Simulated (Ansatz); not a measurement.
GeH2S (SMILES [SH][GeH]) moved off its minimum; all values from Ansatz (a quantum-chemistry and plane-wave program), cores frozen in correlated methods.
(charge 0, multiplicity 1)
```xyz
4

Ge     0.1410    -0.4992     0.5362
H      0.7210    -1.4521    -0.6636
S     -0.4455     0.9489    -0.9763
H     -0.8619     1.9668    -0.0943
```

```
level                largest force (eV/Å)  on atom  rms difference from CCSD(T)/def2-TZVPPD (eV/Å)  dipole (D)
-------------------  --------------------  -------  ----------------------------------------------  ----------
HF/def2-TZVPP                        2.31       S3                                           0.266        1.11
PBE/def2-TZVPP                       1.47       S3                                           0.182        1.01
r2SCAN/def2-TZVPP                    1.55       S3                                           0.151        0.99
B3LYP/def2-TZVPP                     1.75       S3                                           0.046        1.10
wB97M-V/def2-TZVPP                   1.69       S3                                           0.156        1.09
MP2/def2-TZVPPD                      1.93       S3                                           0.098        0.95
CCSD(T)/def2-TZVPPD                  1.87       S3                                           0.000        0.91
```

The differences count from one level among others, with limits of its own. Forces at CCSD(T)/def2-TZVPPD (eV/Å):

| atom | Fx | Fy | Fz |
|---|---|---|---|
| Ge1 | 0.483 | -0.833 | 0.232 |
| H2 | -0.235 | 0.204 | 0.375 |
| S3 | -0.590 | 1.741 | 0.318 |
| H4 | 0.342 | -1.113 | -0.925 |
